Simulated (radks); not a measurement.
Values are calculated unless marked as measured or tabulated.
Task: Ionisation of the potassium ion K3+, [Ne] 3s2 3p4, to K4+, [Ne] 3s2 3p3, under several functionals. Scalar-relativistic Kohn-Sham, spin-polarised, spherical densities, finite nucleus; open shells are filled with parallel spins first; a radial shooting solver on a logarithmic mesh with Libxc functionals. The NIST Atomic Spectra Database gives 60.92 eV (semi-empirical). Rank these functionals by the error of their Delta-SCF ionisation energy: SCAN; LDA (Slater exchange, VWN5 correlation); TASK exchange with Perdew-Wang LDA correlation; exchange-only r2SCAN; exchange-only LDA; SOGGA; BP86; RPBE.

Result: From best to worst: BP86 60.881 eV (-0.036); LDA (Slater exchange, VWN5 correlation) 61.028 eV (+0.111); RPBE 60.570 eV (-0.347); SOGGA 60.484 eV (-0.433); TASK exchange with Perdew-Wang LDA correlation 60.345 eV (-0.572); SCAN 60.291 eV (-0.626); exchange-only LDA 58.820 eV (-2.097); exchange-only r2SCAN 58.761 eV (-2.156). Open shells are spherical and high-spin; term and fine-structure splittings are not resolved.
